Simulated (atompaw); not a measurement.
## LDA (PW92) PAW (atompaw) dataset for S (Z = 16), non-relativistic all-electron reference.

- Element: S
- Generator: atompaw 4.2.0.5
- Type: PAW
- Functional: LDA (PW92)
- Relativity: non-relativistic
- Frozen core: [Ne]
- Valence charge: 6
- Reference configuration: 3s2 3p4
- Partial waves: 3s (bound): rc 1.65 bohr; 3s channel at -0.75 Ry: rc 1.65 bohr; 3p (bound): rc 1.35 bohr; 3p channel at 1.55 Ry: rc 1.35 bohr
- Local potential: bessel scheme, radius 1.35 bohr
- Core correction: smooth core density matched at 0.85 bohr
- Augmentation charge: besselshape compensation charge, radius 1.40 bohr; PAW radius 1.65 bohr; waves and projectors: custom rrkj gramschmidtortho

Calculated quality:

```
Cutoffs needed                                           : 15 Ry and 25 Ry (the cutoffs (Ry, on a coarse ladder) from which the occupation-weighted sum of valence levels, in a spherical-Bessel basis at the reference potential, stays within 10 and 1 mRy of its value at 400 Ry)
Ghost test                                               : no extra level below or beside the all-electron valence levels (s, p, d, f tested) (spherical-Bessel basis up to 400 Ry, 20 bohr box)
Lowest eigenvalue of the overlap operator                : 0.44 (s channel)
Overlap eigenvalues printed by atompaw (projector basis) : 0.57, 0.948, 0.961, 4.93
Share of each valence orbital outside the PAW sphere     : 3s 47 %, 3p 63 %
```

Generation and tests took about 0.33 s on one core of a shared server CPU.
